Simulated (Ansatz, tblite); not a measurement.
Cost and result up the ladder for Mg₁₁MnS₁₁Br₂ (25 atoms). Total charge 0; sextet. Geometry: PBE-D4/def2-SVP.

```xyz
25

S     1.657    1.370   -2.040
S     4.557   -1.784   -1.316
S    -1.997   -0.840   -3.817
S    -4.166   -1.494   -0.656
S     0.260   -2.355   -0.411
S     4.372    1.386    0.704
S    -1.545    1.065   -0.797
S     0.788    0.459    2.106
S     3.117   -2.935    1.932
S    -3.069    1.729    2.370
S     0.681    4.196    1.142
Mg   -0.489    0.821   -3.005
Mg    2.636   -2.911   -0.478
Mg    3.791    0.473   -1.488
Mg    4.314   -1.001    1.082
Mg   -1.869   -1.607   -1.390
Mg   -3.978   -0.060   -2.634
Mg   -3.839    0.749    0.279
Mg    0.899   -2.046    2.058
Mg   -1.540   -0.021    2.761
Mn    0.605    0.087   -0.272
Mg    2.209    2.453    1.012
Mg   -1.055    2.658    1.184
Br   -5.060    2.049   -1.738
Br   -1.279   -2.439    3.414
```

Ansatz on 2 threads of AMD EPYC 7R13 on a shared host and a share (18 GiB) of an NVIDIA H100 80GB HBM3; xTB runs through tblite on one thread. Times are rough, summed over both states, and most runs start from the orbitals of an earlier one. CAM-B3LYP-D4/def2-SVP serves as the yardstick here, not as an exact answer. The other state is a quartet at its own geometry, which has other bonds, so the gap mixes isomer and spin.

The xTB rows come from tblite. HSE06 is defined as in plane-wave codes, on full-range PBE exchange. Single mean-field runs in def2-SVP are fitted with def2-universal-jkfit.

Run but left out: HF/STO-3G, B2PLYP/def2-SVP (quartet: ⟨S²⟩ 4.04 to 4.76, where a pure state has 3.75).

xTB has no spin-polarisation term.

| level | functions | wall time | quartet − sextet (eV) | difference from CAM-B3LYP-D4/def2-SVP (eV) | remarks |
| --- | --- | --- | --- | --- | --- |
| GFN1-xTB | 170 | 0.59 s | -0.92 | -2.47 | – |
| GFN2-xTB | 225 | 3.6 s | -1.27 | -2.82 | – |
| PBE-D4/def2-SVP (with forces) | 491 | 51 s | 0.66 | -0.89 | – |
| HSE06-D4/def2-SVP | 491 | 54 s | 1.52 | -0.03 | spin-contaminated (⟨S²⟩ 3.87) (quartet) |
| r2SCAN-D4/def2-SVP (with forces) | 491 | 60 s | 1.12 | -0.43 | spin-contaminated (⟨S²⟩ 3.87) (quartet) |
| PBE0-D4/def2-SVP | 491 | 60 s | 1.51 | -0.04 | – |
| CAM-B3LYP-D4/def2-SVP | 491 | 70 s | 1.55 | 0.00 | – |
